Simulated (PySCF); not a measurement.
# Eu³¹⁺: ionisation energy

Eu³¹⁺ [Ar] 3d10 4s2 4p2 [4p1/2^2, M_J = 0] → Eu³²⁺ [Ar] 3d10 4s2 4p1 [4p1/2^1, M_J = 1/2], as a difference of total energies. Computed with PySCF 2.14 in an even-tempered Gaussian basis (17 s from 2.9 bohr⁻², ratio 2.8; 13 p from 3.8 bohr⁻², ratio 2.8; 8 d from 6.8 bohr⁻², ratio 2.8; 4 f from 18 bohr⁻², ratio 3), with the two-component X2C-1e Hamiltonian. Correlated levels: [Ne] frozen; the 74 highest virtual spinors dropped. "Screened" scales the spin-orbit matrix elements by Boettger's factors to mimic the two-electron term; Breit and QED terms are absent.

| method | ionisation energy (eV) |
| --- | --- |
| GHF (spin-free) | 1221.1 |
| GMP2 (spin-free) | 1222.3 |
| GHF (screened spin-orbit) | 1244.7 |
| GMP2 (screened spin-orbit) | 1246.3 |

Breit and QED terms and the two-electron picture change are absent.

The spin-free rows relax to the high-spin LS determinant and lack the spin-orbit shift.

The labels give the starting determinants; with spin-orbit coupling the two ends relaxed to ⟨J²⟩ = 0.00, ⟨L²⟩ = 1.36, ⟨S²⟩ = 1.36 and ⟨J²⟩ = 0.75, ⟨L²⟩ = 2.03, ⟨S²⟩ = 0.78.

For comparison: 1249 ± 4 eV (theoretical estimate listed by NIST; NIST Atomic Spectra Database, ionization energies).
